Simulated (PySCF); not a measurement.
SMILES C[SiH2]C[CH2][Al]([OH])[OH] at its GFN2-xTB optimised geometry (Å):

```
18

Si    -0.9053    -0.1893     0.0000
C      0.9945    -0.1893     0.0000
C     -1.5589    -1.0929     1.5449
C     -1.1151    -0.4230     2.8460
Al    -1.7956    -1.3530     4.4949
O     -2.6965    -2.7191     4.3048
O     -1.3944    -0.6795     5.9443
H     -1.3957    -0.8712    -1.2071
H     -1.3911     1.1990     0.0000
H      1.3957     0.3683     0.8417
H      1.3829     0.2664    -0.9059
H      1.3924    -1.1990     0.0552
H     -2.6485    -1.1314     1.5103
H     -1.2236    -2.1315     1.5397
H     -0.0243    -0.3811     2.8946
H     -1.4449     0.6188     2.8641
H     -3.2081    -3.5015     4.1675
H     -1.1855    -0.3193     6.7926
```

Level of theory: PBE0/def2-SVP (PySCF). Cells within 0.4 Å of a nucleus heavier than hydrogen are left out (blank, or x).

Map of the electrostatic potential (hartree/e), clipped to [-0.08, 0.12] on the plane z = 0.0 Å:

```
|000000000000000000000000000|
|000000000000000000000000000|
|000000000000000000000000000|
|000000000000000000000000000|
|000000000000000000000000000|
|000000011100000000000000000|
|000001367410000000000000000|
|000002899951100000000000000|
|000004999994221111100000000|
|000014999999643222211000000|
|000014999999996699742100000|
|001136999999999999994100000|
|011259999999999999998200000|
|011369999xx99999xxx99310000|
|011369999xxx9999xxx99310000|
|011259999xx99999xx999310000|
|011248999999999999999310000|
|001125999999998999999510000|
|000112489999974599999521000|
|000001235787643379999421100|
|000000112333322247985311100|
|000000001122211123433211110|
|000000000111111112222111111|
|000000000011111111111111111|
|000000000001111111111111111|
|000000000000111111111111111|
|000000000000111111111111111|
```
Scale: ten equal steps from -0.014 (start of '0') to 0.120 (end of '9'), in the order '0123456789'; x runs from -3.50 to 3.50, y from -3.50 (bottom) to 3.50 (top).
